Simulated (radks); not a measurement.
Charge is removed step by step from the 3s1/2 level of Br2+, starting from [Ar] 3d10 4s2 4p3. Calculated with a radial shooting solver on a logarithmic mesh with Libxc functionals: Dirac Kohn-Sham, PBE, spin-unpolarised, spherical densities, point nucleus; open shells fill j = l - 1/2 first.

removed (e)  E - E(0) (eV)  eigenvalue (eV)  E minus straight line (eV)
0                    0.000          -261.92                       0.000
0.25                66.358          -268.97                      -2.695
0.5                 134.49          -276.13                      -3.613
0.75                204.44          -283.42                      -2.725
1                   276.21          -290.82                       0.000

Removing the whole electron costs 276.21 eV by Delta-SCF, against 261.92 eV from minus the eigenvalue at the starting occupation. Slater's transition state (half an electron removed) gives 276.13 eV. Integrating minus the eigenvalue over the occupation (Janak's theorem) gives 276.21 eV. The mean slope of the eigenvalue, de/dn, is 28.9 eV per electron.
